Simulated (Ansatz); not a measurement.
Input and output for `[CH2]1S[CH2][SnH2]1`.

```yaml
crystal:
  periodic: [false, false, false]
  atoms:
    - {symbol: C, position_ang: [-1.085005, 0.777274, -0.589324]}
    - {symbol: S, position_ang: [-1.313470, -1.027722, -0.516106]}
    - {symbol: C, position_ang: [0.282438, -1.422514, 0.266702]}
    - {symbol: Sn, position_ang: [0.861547, 0.656173, 0.336675]}
    - {symbol: H, position_ang: [-1.084518, 1.147233, -1.614517]}
    - {symbol: H, position_ang: [-1.839153, 1.307774, -0.008215]}
    - {symbol: H, position_ang: [0.153343, -1.897530, 1.239097]}
    - {symbol: H, position_ang: [0.904286, -2.052135, -0.369516]}
    - {symbol: H, position_ang: [1.008738, 1.352226, 1.890280]}
    - {symbol: H, position_ang: [2.194792, 1.108022, -0.631976]}
basis:
  gaussian: {orbitals: x2c-TZVPPall}
hamiltonian: {xc: {name: SPW92}}
output: {forces: true}
```

```sh
$ ansatz run in.yaml --threads 4 --pin off --events-out ev --progress --plain --max-ram 10444MiB
```

It prints (some lines left out):

```
Functional definition: SPW92
1574 factors; their error is unknown
mean field evaluation 1: about -180874.6139 eV, gradient 8.5e1 eV
mean field evaluation 2: about -180822.1022 eV, gradient 1.5e2 eV
mean field evaluation 4: about -180891.0718 eV, gradient 1.1e1 eV
mean field evaluation 8: about -180891.3203 eV, gradient 9.3e-2 eV
mean field evaluation 16: about -180891.2882 eV, gradient 1.1e-3 eV
mean field -180891.28820051 eV, -6647.6322288497 hartree, gradient 5.9e-6 eV, S^2 0.000000; 0 other end points of the search recorded, 0 dependent functions left out
reference -180891.28823906 eV, -6647.6322302666 hartree; 42, 42 occupied and 206, 206 virtual orbitals, 1574 factors
Total energy: -180891.28823906 eV, -6647.6322302666 hartree
Relativity: scalar
Atom 0 at    -1.085005     0.777274    -0.589324 Å, force     0.228239    -0.383265     0.145254 eV/Å
Atom 1 at    -1.313470    -1.027722    -0.516106 Å, force     0.134382     0.103974     0.052554 eV/Å
Atom 2 at     0.282438    -1.422514     0.266702 Å, force    -0.242007     0.373192    -0.149147 eV/Å
Atom 3 at     0.861547     0.656173     0.336675 Å, force    -0.170304    -0.132035    -0.067244 eV/Å
Atom 4 at    -1.084518     1.147233    -1.614517 Å, force     0.040978     0.106694    -0.269178 eV/Å
Atom 5 at    -1.839153     1.307774    -0.008215 Å, force    -0.171302     0.151553     0.182380 eV/Å
Atom 6 at     0.153343    -1.897530     1.239097 Å, force    -0.020069    -0.091721     0.277045 eV/Å
Atom 7 at     0.904286    -2.052135    -0.369516 Å, force     0.191321    -0.135162    -0.175057 eV/Å
Atom 8 at     1.008738     1.352226     1.890280 Å, force    -0.010092     0.006369     0.032459 eV/Å
Atom 9 at     2.194792     1.108022    -0.631976 Å, force     0.018852     0.000400    -0.029065 eV/Å
Dipole moment:     0.271870     0.210208     0.105892 e Å
```

It took 2.4 s on 4 threads of an AMD EPYC 7R13 on a shared host, with 0.46 GiB of host memory at the peak.
